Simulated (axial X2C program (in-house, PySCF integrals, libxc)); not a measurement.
# Worked dissociation energy of NaSr⁺: HF, two-component

Calculated with an in-house all-electron X2C program for linear molecules (integrals from PySCF). Two-component (2c) means X2C with spin–orbit coupling and atomic mean-field two-electron Coulomb and Gaunt terms. Basis: Sr dyall-cv3z [13s12p8d5f1g], Na dyall-cv3z [9s8p5d2f] (cores contracted in-house); Gaussian nuclei, density fitting, unrestricted open shells. Masses: Sr 87.906 u, Na 22.990 u.

Molecular state: Ω = 0 (closed shell).

| Quantity | Value |
| --- | --- |
| E(Sr+) (2M_J = 1) | -3176.003260 hartree |
| E(Na) (2M_J = 1) | -162.053118 hartree |
| E(NaSr⁺) at Re | -3338.084368 hartree |
| ωe | 114.9 cm⁻¹ |
| ωexe | 0.425 cm⁻¹ |

(1) Work out De and D0.

The state is one determinant whose occupation by symmetry is held fixed; it was picked as the lowest of a PBE0 search that is not exhaustive. The closed shell is kept restricted, so the energy runs too high when the bond is stretched far. Dissociation energies refer to the lowest single-determinant-based atoms at the same level and basis.

Hartree–Fock lacks correlation and underbinds, often by eV.

Each atomic determinant is the lowest at this level and need not be a pure J level. Totals compare only within one Hamiltonian and basis.

## Answers

(1) De = -3176.003260 + (-162.053118) − (-3338.084368) = 0.02799 hartree = 0.762 eV. The zero-point energy is ωe/2 − ωexe/4 = 57 cm⁻¹ = 0.007 eV, so D0 = 0.755 eV.
